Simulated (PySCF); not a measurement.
Br₂H₂O₂Si, SMILES O[Si](O)(Br)Br. Geometry: B3LYP-D3(BJ)/def2-SVP. The values are those of a single conformer.

Computed equilibrium geometry at B3LYP-D3(BJ)/def2-SVP (PySCF confirms it by a frequency run) as bond lengths and angles, and its point group (one conformer of several):
point group C2.
Atoms: O1 Si2 O3 Br4 Br5 H6 H7. Bonds (Å): O1–Si2 1.647, O1–H6 0.966, Si2–O3 1.647, Si2–Br4 2.218, Si2–Br5 2.218, O3–H7 0.966. Bond angles (°): Si2–O1–H6 116.6, O1–Si2–O3 113.9, O1–Si2–Br4 105.4, O1–Si2–Br5 110.3, O3–Si2–Br4 110.3, O3–Si2–Br5 105.4, Br4–Si2–Br5 111.6, Si2–O3–H7 116.6.
Charge 0, spin multiplicity 1.
